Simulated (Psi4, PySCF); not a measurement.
Here is a job for PySCF.
```python
from pyscf import gto, scf, dft

mol = gto.M(
    atom='''
O    -1.016135   -0.435064    0.000080
C    -0.001727    0.412940   -0.007311
O     1.152871    0.114081    0.006617
H    -0.699045   -1.354439    0.018703
H    -0.384483    1.444668   -0.028412
''',
    basis='def2-svp',
    charge=0,
    spin=0,
    verbose=3,
)

mf = dft.RKS(mol)
mf.xc = 'wb97m_v'
mf.grids.atom_grid = (99, 590)
mf.grids.prune = None
mf.kernel()
```

Problem. Convert this to an input for Psi4.

Solution. This is not unique; one that fits is 
```
memory 2 GB

molecule mol {
0 1
  O    -1.016135   -0.435064    0.000080
  C    -0.001727    0.412940   -0.007311
  O     1.152871    0.114081    0.006617
  H    -0.699045   -1.354439    0.018703
  H    -0.384483    1.444668   -0.028412
}

set basis def2-svp
set reference rks
set scf_type pk
set puream true
set d_convergence 1e-8
set dft_radial_points 99
set dft_spherical_points 590

energy('wb97m-v')
print_variables()
```

Both were run: PySCF gave -189.556939 Eh and Psi4 -189.556939 Eh, 0.000 mEh apart.
